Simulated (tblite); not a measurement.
Species: CH6FSi3 (doublet state).
Z-matrix (Å and degrees, GFN2-xTB geometry), rows numbered from 1:
```
F 
Si  1  1.6330
Si  2  2.3159  1  108.04
C   3  1.9453  2   88.42  1   121.19
Si  4  1.9269  3  101.62  2    -9.08
H   2  1.4706  1   97.09  3  -144.40
H   3  1.4805  2  129.62  1  -123.90
H   4  1.0906  3  111.16  2   109.60
H   4  1.0885  3  113.92  2  -131.51
H   5  1.4681  2  117.35  1   133.64
H   5  1.4663  2  121.11  1     1.12
```

Calculated harmonic vibrations of the isolated species, GFN2-xTB (tblite), most abundant isotopes, no scaling. This tight-binding method is rough: wavenumbers can miss measured ones by several per cent, in bad cases by 10 to 20. Modes of hydrogen on silicon can be 10 to 20 % off. One conformer, not necessarily the lowest. Open shells enter through the occupations alone, without spin polarisation, and single modes of such species can be off by tens of per cent.

Harmonic wavenumbers (cm⁻¹): 77.0, 125.8, 160.0, 295.4, 307.0, 348.6, 380.2, 428.9, 450.6, 503.6, 538.1, 586.3, 649.5, 689.4, 718.4, 725.4, 753.0, 809.4, 934.0, 1084.4, 1477.3, 2080.0, 2141.7, 2196.3, 2218.1, 2963.1, 2997.4.

A = 3051, B = 2175, C = 1429 MHz; mass 120.976 u (most abundant isotopes); point group C1, symmetry number 1; spin multiplicity 2.

What is the zero-point energy?

½Σν̃ = 13319 cm⁻¹ = 38.08 kcal/mol.

Give the ideal-gas entropy at 273.15 K and 1 bar in the rigid-rotor, harmonic-oscillator model (classical rotation).

Translation 39.88, rotation 27.66, vibration 17.78, spin (R ln 2) 1.38: S = 86.7 cal/(mol K).

And Cp and H(273.15 K) − H(0)?

Cp = 30.28 cal/(mol K), of which vibrations give 22.33 (their classical limit is 27 R = 53.7); H(273.15 K) − H(0) = 5.02 kcal/mol without the zero-point energy, 2.85 from vibrations.

What must be added to the electronic energy to get the Gibbs energy at 273.15 K and 1 bar?

ZPE + [H(273.15 K) − H(0)] − T·S = 38.08 + 5.02 − 23.68 = 19.42 kcal/mol.

Which modes carry the vibrational entropy at 273.15 K?

77.0 cm⁻¹: 3.79; 125.8 cm⁻¹: 2.84; 160.0 cm⁻¹: 2.38; 295.4 cm⁻¹: 1.30; 307.0 cm⁻¹: 1.24; 348.6 cm⁻¹: 1.04 cal/(mol K); the other 21 give 5.19 together.

How do the functions run with temperature in this model?

```json
{"T (K)": "150", "S (cal/(mol K))": "71.9", "Cp (cal/(mol K))": "19.5", "H − H(0) (kcal/mol)": "1.92", "G − H(0) (kcal/mol)": "-8.87", "ln q(vib)": "1.48"}
{"T (K)": "250", "S (cal/(mol K))": "84.1", "Cp (cal/(mol K))": "28.6", "H − H(0) (kcal/mol)": "4.34", "G − H(0) (kcal/mol)": "-16.68", "ln q(vib)": "3.26"}
{"T (K)": "298.15", "S (cal/(mol K))": "89.4", "Cp (cal/(mol K))": "32.0", "H − H(0) (kcal/mol)": "5.80", "G − H(0) (kcal/mol)": "-20.86", "ln q(vib)": "4.18"}
{"T (K)": "400", "S (cal/(mol K))": "99.6", "Cp (cal/(mol K))": "37.4", "H − H(0) (kcal/mol)": "9.35", "G − H(0) (kcal/mol)": "-30.50", "ln q(vib)": "6.17"}
{"T (K)": "600", "S (cal/(mol K))": "116.2", "Cp (cal/(mol K))": "44.2", "H − H(0) (kcal/mol)": "17.57", "G − H(0) (kcal/mol)": "-52.15", "ln q(vib)": "9.91"}
{"T (K)": "900", "S (cal/(mol K))": "135.4", "Cp (cal/(mol K))": "50.2", "H − H(0) (kcal/mol)": "31.81", "G − H(0) (kcal/mol)": "-90.02", "ln q(vib)": "14.89"}
```

q(vib) and H(0) count from the zero-point level.

Hindered rotation and anharmonicity are outside this model. Other conformers, if any are populated, would add a mixing term that is left out. The structure is chiral; the term R ln 2 for an equal mix with its mirror image is left out.
